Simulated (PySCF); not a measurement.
# A small calculation by hand: chemical shift, span and skew from a shielding tensor

C₄H₇FSi, SMILES C=C=C[Si@H](C)F. Atoms are numbered in the order given.

```xyz
13

C      2.1509     1.5049    -1.1808
C      1.3045     0.5078    -1.1532
C      0.4305    -0.4666    -1.0880
Si    -0.9087    -0.4672     0.2068
C     -0.9027     1.1073     1.1924
F     -0.6430    -1.7254     1.2146
H      1.9531     2.3971    -1.7832
H      3.0853     1.4666    -0.6122
H      0.5044    -1.2913    -1.8105
H     -2.2291    -0.7357    -0.4319
H     -1.1713     1.9635     0.5545
H      0.0950     1.2988     1.6159
H     -1.6278     1.0511     2.0182
```

Geometry: PBE0-D3(BJ)/def2-SVP. The structure was generated by enumeration; whether it is a known compound was not checked. One conformer was computed; it need not be the lowest.

GIAO shieldings from PBE/pcSseg-1 run with PySCF, non-relativistic, no solvent. The symmetric part of the tensor of F6 has the principal values 329.6, 358.4, 366.2 ppm. The same nucleus in CFCl3 has σ = 133.6 ppm at this level (PySCF, at its B3LYP-D3(BJ)/def2-TZVP geometry).

Q: Work out the isotropic shielding, the ¹⁹F shift against CFCl3, the span and the skew.

A: 
σ(iso) = (σ11 + σ22 + σ33)/3 = 351.4 ppm. δ = σ(ref) − σ(iso) = 133.6 − (351.4) = -217.8 ppm.
Span Ω = σ33 − σ11 = 36.6 ppm. Skew κ = 3(σ(iso) − σ22)/Ω = -0.57. Tumbling in solution averages the tensor to δ; in a static solid the shielding alone would spread this spin-1/2 line over Ω.
